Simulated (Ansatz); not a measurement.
Abridged output of a molecular run in Ansatz:

```
Functional definition: HF
1256 factors; integrals over basis functions are off by at most 1.1e-3 eV
mean field evaluation 1: about -21469.2902 eV, gradient 3.6e1 eV
mean field evaluation 2: about -21469.5327 eV, gradient 3.7e1 eV
mean field evaluation 4: about -21472.5314 eV, gradient 3.8e0 eV
mean field evaluation 8: about -21472.5950 eV, gradient 2.6e-1 eV
mean field -21472.59549352 eV, -789.1033297390 hartree, gradient 4.4e-6 eV, S^2 0.000000; 0 other end points of the search recorded, 0 dependent functions left out
12 core orbitals not correlated: weight in the atoms' cores, before any rotation towards them, 1.000 or more for the frozen orbitals, at most 0.000 for the correlated occupied ones
reference -21472.59549352 eV, -789.1033297390 hartree; 12, 12 occupied and 192, 192 virtual orbitals, 1256 factors
second order -17.27806396 eV of doubles, -0.00000000 eV of singles
cycle   1  -17.98590849 eV  change   -7.1e-1 eV  update   9.7e-2
cycle   2  -18.46919333 eV  change   -4.8e-1 eV  update   2.9e-2
cycle   3  -18.57309257 eV  change   -1.0e-1 eV  update   1.5e-2
cycle   4  -18.56207752 eV  change    1.1e-2 eV  update   3.9e-3
cycle   5  -18.56132472 eV  change    7.5e-4 eV  update   1.8e-3
cycle   6  -18.56147386 eV  change   -1.5e-4 eV  update   5.4e-4
cycle   7  -18.56127096 eV  change    2.0e-4 eV  update   1.8e-4
cycle   8  -18.56132734 eV  change   -5.6e-5 eV  update   5.6e-5
cycle   9  -18.56135307 eV  change   -2.6e-5 eV  update   1.9e-5
perturbative correction -0.71134103 eV, -0.0261413007 hartree
Total energy: -21491.86818763 eV, -789.8115881838 hartree
```

Its atoms:

```xyz
9

B    -0.8822    1.5056   -0.6228
O    -0.4511    0.2293   -0.6997
Si    0.7820   -0.5550    0.0773
S     0.0879   -1.6703    1.7437
H    -0.3028    2.2951    0.0769
H    -1.8404    1.8162   -1.2714
H     1.3917   -1.4447   -0.9331
H     1.7440    0.4245    0.6339
H    -0.5292   -2.6007    0.9951
```

Q: Which basis set was used?
A. def2-TZVPP
B. def2-SVP
C. def2-QZVPP
D. cc-pV(D+d)Z

A: A. It gives 216 functions.

Q: Write the keys of the input that set method, charge and spin (a neutral closed shell needs none for the last two).

A: 
```yaml
correlation: {method: ccsd_t}
```
